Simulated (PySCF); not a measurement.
## Electron correlation in F⁺ (fluorine, charge +1)

[He] 2s2 2p4, high-spin 3P determinant. Computed with PySCF 2.14 in x2c-TZVPPall (5s3p2d1f, 31 functions), with the spin-free X2C one-electron Hamiltonian (Gaussian nucleus). Frozen: 1s2; 6 electrons correlated.

| level | correlation energy (mhartree) |
| --- | --- |
| CCSD | -156.64 |
| (T) | -1.90 |
| CCSD(T) | -158.54 |
| CCSDT | -158.73 |

Diagnostics: T1 = 0.0041, D1 = 0.0077, largest double amplitude 0.028.

Is a single reference adequate?

Yes: T1 lies below 0.03 and no double amplitude reaches 0.07.
